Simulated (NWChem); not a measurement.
System: CH4BF; SMILES CBF

The following NWChem deck was run.

```
start job
memory heap 200 mb stack 900 mb global 1100 mb
geometry units angstroms noautoz
  B     -0.489159    -0.151058    -0.000840
  H     -1.694096    -0.298670     0.001871
  F      0.231306    -1.264272     0.000180
  C      0.201387     1.245156    -0.001555
  H     -0.116637     1.808406     0.893201
  H     -0.159021     1.837011    -0.860420
  H      1.299429     1.200972    -0.026581
end
basis spherical
  * library 3-21g
end
dft
  xc b3lyp
  iterations 150
  mulliken
end
task dft energy
```

Structure relaxed at the PBE0/def2-SVP level.

Task: Give the results of this calculation. (B3LYP/3-21G.) Quantities: basis functions; energy (Ha); highest occupied level (eV); orbital gap (eV); dipole (D).

Result: 
```yaml
number_of_basis_functions: 35
energy (Ha): -164.37
highest occupied level (eV): -8.43
orbital gap (eV): 8.17
dipole (D): 1.14
```
